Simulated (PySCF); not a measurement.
A structure optimised at PBE-D3(BJ)/def2-SVP, used in a PySCF frequency run:

```
C
H 1 1.1120
H 1 1.1143 2 106.10
C 1 1.5215 2 108.94 3 114.93
H 4 1.1067 1 111.63 2 -59.22
H 4 1.1084 5 108.49 1 123.39
C 1 1.5309 2 109.94 3 -118.62
H 7 1.1107 1 108.44 2 -66.43
H 7 1.1130 8 105.86 1 116.88
C 7 1.5283 8 110.15 9 118.81
H 10 1.1084 7 111.58 8 -58.33
H 10 1.1101 11 107.46 7 -122.20
H 10 1.1104 11 107.51 12 -115.16
Cl 4 1.8130 5 106.20 6 113.88
```
Charge 0, spin multiplicity 1.

### Question
Write its SMILES and formula.

### Answer
CCCCCl, C4H9Cl

### Question
What are its rotational constants (standard atomic weights)?

### Answer
9.1397, 1.6771, 1.5180 GHz
